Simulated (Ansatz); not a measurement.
```yaml
crystal:
  periodic: [false, false, false]
  atoms:
    - {symbol: C, position_ang: [-3.369020, 0.685681, -0.893173]}
    - {symbol: N, position_ang: [-0.913907, 0.896687, -2.077268]}
    - {symbol: Al, position_ang: [2.076984, 0.110045, -0.838149]}
    - {symbol: C, position_ang: [2.647890, -1.252616, 2.511652]}
    - {symbol: F, position_ang: [4.500030, 0.609434, -2.755772]}
    - {symbol: H, position_ang: [-4.323784, 2.516733, -0.720571]}
    - {symbol: H, position_ang: [-4.637036, -0.589191, -1.923281]}
    - {symbol: H, position_ang: [-3.173055, -0.073962, 1.017303]}
    - {symbol: H, position_ang: [-1.030171, 1.597387, -3.847168]}
    - {symbol: H, position_ang: [3.547592, -3.110820, 2.406332]}
    - {symbol: H, position_ang: [0.899550, -1.458220, 3.590112]}
    - {symbol: H, position_ang: [3.920250, -0.035278, 3.594231]}
basis:
  gaussian: {orbitals: STO-3G}
hamiltonian: {xc: {name: wPBEh}}
output: {forces: true}
```

```sh
$ ansatz run in.yaml --threads 4 --pin off --events-out ev --progress --plain --max-ram 10444MiB
```

Output, abridged:

```
Functional definition: wPBEh
430 factors; integrals over basis functions are off by at most 4.6e-5 eV
90 factors; integrals over basis functions are off by at most 2.3e-7 eV
mean field evaluation 1: about -12740.5456 eV, gradient 5.8e1 eV
mean field evaluation 2: about -12246.2309 eV, gradient 1.4e2 eV
mean field evaluation 4: about -12397.1676 eV, gradient 7.0e1 eV
mean field evaluation 8: about -12766.5378 eV, gradient 5.3e0 eV
mean field evaluation 16: about -12767.5099 eV, gradient 3.4e-1 eV
mean field evaluation 32: about -12767.3373 eV, gradient 3.3e-1 eV
mean field evaluation 160: about -12767.3263 eV, gradient 8.0e-2 eV
mean field evaluation 192: about -12767.3371 eV, gradient 4.2e-2 eV
mean field evaluation 256: about -12767.3342 eV, gradient 5.0e-2 eV
mean field evaluation 288: about -12767.3364 eV, gradient 7.6e-2 eV
mean field evaluation 320: about -12767.3112 eV, gradient 1.5e-1 eV
mean field evaluation 384: about -12767.3295 eV, gradient 4.4e-1 eV
mean field evaluation 448: about -12767.3237 eV, gradient 4.6e-1 eV
mean field -12767.33786331 eV, -469.1910124641 hartree, gradient 7.2e-8 eV, S^2 0.000000; 20 other end points of the search recorded, 0 dependent functions left out
reference -12767.33789920 eV, -469.1910137832 hartree; 24, 24 occupied and 12, 12 virtual orbitals, 430 factors
Total energy: -12767.33789920 eV, -469.1910137832 hartree
Atom 0 at    -3.369020     0.685681    -0.893173 Å, force    -1.904553    -0.118521     0.963307 eV/Å
Atom 1 at    -0.913907     0.896687    -2.077268 Å, force    -1.897403     1.393318    -3.519685 eV/Å
Atom 2 at     2.076984     0.110045    -0.838149 Å, force     0.448918     0.180061    -0.436375 eV/Å
Atom 3 at     2.647890    -1.252616     2.511652 Å, force     0.734536    -1.451050     3.504073 eV/Å
Atom 4 at     4.500030     0.609434    -2.755772 Å, force    -0.933473    -0.189508     0.719718 eV/Å
Atom 5 at    -4.323784     2.516733    -0.720571 Å, force     1.991265    -3.898105    -0.349727 eV/Å
Atom 6 at    -4.637036    -0.589191    -1.923281 Å, force     2.670440     2.709036     2.203294 eV/Å
Atom 7 at    -3.173055    -0.073962     1.017303 Å, force    -0.420337     1.621337    -4.082252 eV/Å
Atom 8 at    -1.030171     1.597387    -3.847168 Å, force     0.129237    -1.889083     4.982675 eV/Å
Atom 9 at     3.547592    -3.110820     2.406332 Å, force    -1.870928     3.840508     0.323997 eV/Å
Atom 10 at     0.899550    -1.458220     3.590112 Å, force     3.701645     0.384821    -2.151222 eV/Å
Atom 11 at     3.920250    -0.035278     3.594231 Å, force    -2.649346    -2.582813    -2.157804 eV/Å
Dipole moment:     0.612177     0.151608    -0.545347 e Å
```

Task: What is wrong with this run?

Result: The coordinates are in bohr but typed as ångström. Self-consistency was reached. The result belongs to that input, not to the molecule as meant.
